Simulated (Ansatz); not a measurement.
Relaxation of Cl$_{3}$GeH$_{4}$N (9 atoms, charge 0, multiplicity 1), to a largest force component of 0.03 eV/Å in at most 50 steps.

Method: RKS PBE-D4/def2-SVP in Ansatz.

```xyz
9
Properties=species:S:1:pos:R:3
Ge 0.155 0.042 -0.079
H 0.138 -0.059 1.463
Cl 2.218 0.038 -0.725
Cl -0.737 1.860 -0.841
Cl -0.775 -1.675 -1.013
N -2.553 -0.070 1.460
H -2.657 -0.702 0.658
H -2.455 0.883 1.093
H -1.654 -0.317 1.921
```

Q: Where does it end, and by what steps?

A: The forces met the threshold. After 6 steps the energy has fallen by 0.104 eV; H9 moved furthest, 0.49 Å.

```tsv
step	energy less start (eV)	largest force component (eV/Å)	accepted
0	0.0000	0.739	yes
1	-0.0746	0.330	yes
2	-0.0893	0.181	yes
3	-0.0878	0.668	no
4	-0.1011	0.188	yes
5	-0.1033	0.038	yes
6	-0.1035	0.029	yes
```

```xyz
9
Properties=species:S:1:pos:R:3
Ge 0.333 0.029 -0.140
H 0.398 -0.092 1.392
Cl 2.333 0.069 -0.948
Cl -0.646 1.858 -0.755
Cl -0.692 -1.652 -1.037
N -2.780 -0.054 1.470
H -2.662 -0.763 0.736
H -2.544 0.850 1.042
H -2.061 -0.245 2.178
```

Whether the end is a true minimum wasn't checked by a vibrational analysis.

The run took 11 s on 4 threads of Arm Neoverse V1 (shared host), peak memory 0.19 GiB.
